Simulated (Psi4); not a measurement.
CH$_{3}$GeNO, singlet, geometry from GFN2-xTB; Psi4 with BLYP/6-31G, TDA.

The Psi4 input:
```
memory 2 GB

molecule mol {
0 1
  Ge   -1.106318   -0.058909   -0.012907
  N     0.672749    0.035822    0.007849
  C     1.858375    0.098955    0.021681
  O     3.012279    0.160398    0.035143
  H    -1.508030   -0.572885    1.329525
  H    -1.590751    1.330066   -0.265377
  H    -1.456754   -0.999753   -1.117296
symmetry c1
}

set basis 6-31g
set reference rks
set puream true
set save_jk true
set tdscf_states [5]
set tdscf_tda true
set d_convergence 1e-8

energy('td-blyp')
print_variables()
```

What the program printed (banner, timings and long lists left out):

```
   => Loading Basis Set <=

    Name: 6-31G
    Role: ORBITAL
    Keyword: BASIS

         ---------------------------------------------------------
                                   SCF
               by Justin Turney, Rob Parrish, Andy Simmonett
                          and Daniel G. A. Smith
                              RKS Reference
         ---------------------------------------------------------

  ==> Geometry <==

    Molecular point group: c1
    Full point group: C1

    Geometry (in Angstrom), charge = 0, multiplicity = 1:

       Center              X                  Y                   Z               Mass
    ------------   -----------------  -----------------  -----------------  -----------------
         GE          -1.051927814806    -0.056012962397    -0.012272466305    73.921177761000
         N            0.727139185194     0.038718037603     0.008483533695    14.003074004430
         C            1.912765185194     0.101851037603     0.022315533695    12.000000000000
         O            3.066669185194     0.163294037603     0.035777533695    15.994914619570
         H           -1.453639814806    -0.569988962397     1.330159533695     1.007825032230
         H           -1.536360814806     1.332962037603    -0.264742466305     1.007825032230
         H           -1.402363814806    -0.996856962397    -1.116661466305     1.007825032230

  Running in c1 symmetry.

  Rotational constants: A =      2.71020  B =      0.05734  C =      0.05734 [cm^-1]
  Rotational constants: A =  81249.69955  B =   1719.08060  C =   1719.08060 [MHz]
  Nuclear repulsion =  231.114530820570081

  Charge       = 0
  Multiplicity = 1
  Electrons    = 56
  Nalpha       = 28
  Nbeta        = 28

  ==> Algorithm <==

  SCF Algorithm Type is DF.
  DIIS enabled.
  MOM disabled.
  Fractional occupation disabled.
  Guess Type is SAD.
  Energy threshold   = 1.00e-06
  Density threshold  = 1.00e-08
  Integral threshold = 1.00e-12

  ==> Primary Basis <==

  Basis Set: 6-31G
    Blend: 6-31G
    Number of shells: 32
    Number of basis functions: 60
    Number of Cartesian functions: 62
    Spherical Harmonics?: true
    Max angular momentum: 2

  ==> DFT Potential <==

   => LibXC <=

    Version 7.1.2
    S. Lehtola, C. Steigemann, M. J. T. Oliveira, and M. A. L. Marques,  SoftwareX 7, 1–5 (2018) (10.1016/j.softx.2017.11.002)

   => Composite Functional: BLYP <=

    BLYP GGA Exchange-Correlation Functional

[...]
  @DF-RKS Final Energy: -2246.48769228172705
    Total Energy =                      -2246.4876922817270497
[...]
     4        A->A (1 A)       0.27092         7.37199        -2246.21678      0.0019          0.0004          0.0000          0.0000
     5        A->A (1 A)       0.27092         7.37201        -2246.21678      0.0019          0.0004          0.0000         -0.0000

Contributing excitations
Only contributions with abs(coeff) > 1.00e-01 will be printed:

Excited State    1 (1 A):   0.22953 au   198.51 nm f = 0.0000
  Sums of squares: Xssq =  1.000000e+00
     27a  ->  29a    -0.161850 ( 2.620%)
     28a  ->  29a     0.983570 (96.741%)

Excited State    2 (1 A):   0.22953 au   198.51 nm f = 0.0000
  Sums of squares: Xssq =  1.000000e+00
     27a  ->  29a    -0.983570 (96.741%)
     28a  ->  29a    -0.161850 ( 2.620%)

Excited State    3 (1 A):   0.26481 au   172.06 nm f = 0.0000
  Sums of squares: Xssq =  1.000000e+00
     27a  ->  30a     0.700588 (49.082%)
     28a  ->  31a    -0.700306 (49.043%)

Excited State    4 (1 A):   0.27092 au   168.18 nm f = 0.0019
  Sums of squares: Xssq =  1.000000e+00
     27a  ->  30a     0.521855 (27.233%)
     27a  ->  31a    -0.440659 (19.418%)
     27a  ->  32a    -0.240459 ( 5.782%)
     28a  ->  30a     0.440705 (19.422%)
     28a  ->  31a     0.522032 (27.252%)

Excited State    5 (1 A):   0.27092 au   168.18 nm f = 0.0019
  Sums of squares: Xssq =  1.000000e+00
     27a  ->  30a    -0.440573 (19.410%)
     27a  ->  31a    -0.521951 (27.243%)
     28a  ->  30a     0.521938 (27.242%)
     28a  ->  31a    -0.440792 (19.430%)
     28a  ->  32a     0.240450 ( 5.782%)

******************************************************************************************
**********                               WARNING                                **********
**********       The names of excited state variables changed between 1.5       **********
**********     and 1.6. For a quick solution, remove the symmetry specifier     **********
**********   from the variable name. For full details, see 'Notes on Psivars'   **********
**********                        in the documentation.                         **********
******************************************************************************************

  Variable Map:
  ----------------------------------------------------------------------------
[...]
  Array Variable Map:
  ----------------------------------------------------------------------------
[...]
[...]
```
